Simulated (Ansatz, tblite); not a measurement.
Spin states of CuBr₂⁻ (the lowest singlet isomer of a short search), each relaxed with PBE-D4/def2-TZVPD in Ansatz. Electronic energies in the gas phase.

The xTB rows come from tblite. Correlated methods freeze 27 core orbitals; core or outer-core shells of Br are correlated, in sets that lack core-valence functions. The structure comes from a short search, and lower isomers may exist.

Singlet geometry (D∞h within 0.1 Å):

```xyz
3

Cu    0.001    0.000   -0.001
Br   -0.900    2.078   -0.141
Br    0.899   -2.078    0.141
```

Triplet geometry (C2v within 0.1 Å):

| atom | x (Å) | y (Å) | z (Å) |
| --- | --- | --- | --- |
| Cu1 | 0.1626 | 0.3364 | -0.9943 |
| Br2 | -0.1679 | -1.8573 | -0.0884 |
| Br3 | 0.0054 | 1.5209 | 1.0828 |

The quintet was relaxed too but is left out (at the level of its geometry, an occupied level 0.04 eV above an empty one); at PBE0-D4/def2-TZVPD it lies 8.42 eV above the lowest shown.

Second-order perturbation terms are unreliable where d shells bring near-degenerate states, and here B2PLYP/def2-TZVPD lies more than 0.4 eV from the median of the functionals without such a term.

| level | triplet − singlet (kcal/mol) | lowest of these | remarks |
| --- | --- | --- | --- |
| PBE-D4/def2-TZVPD | 70.4 | singlet | HOMO above zero (triplet) |
| PBE0-D4/def2-TZVPD | 74.0 | singlet | – |
| ωB97X-V/def2-TZVPD | 82.0 | singlet | – |
| B2PLYP/def2-TZVPD | 87.2 | singlet | – |

Question: Estimate the rows for GFN1-xTB, HF/def2-TZVPD, B97M-V/def2-TZVPD, RPA@PBE/def2-TZVPD.

Answer: 
```tsv
level	triplet − singlet (kcal/mol)	lowest of these	remarks
GFN1-xTB	109.2	singlet	–
HF/def2-TZVPD	32.1	singlet	–
B97M-V/def2-TZVPD	73.0	singlet	HOMO above zero (triplet)
RPA@PBE/def2-TZVPD	69.3	singlet	–
```

The xTB methods have no term that favours high spin, so they put low spin too low.

Question: How do the metal–ligand distances follow the spin state?

Answer: 
```
  state  donor atoms  mean metal–ligand distance (Å)  range (Å)  Mulliken spin on the metal (PBE0)
singlet            2                           2.269  2.27–2.27                                  0
triplet            2                           2.396  2.40–2.40                               1.65
```

⟨S²⟩ at PBE0-D4/def2-TZVPD: singlet 0.00 (pure 0.00), triplet 2.01 (pure 2.00).
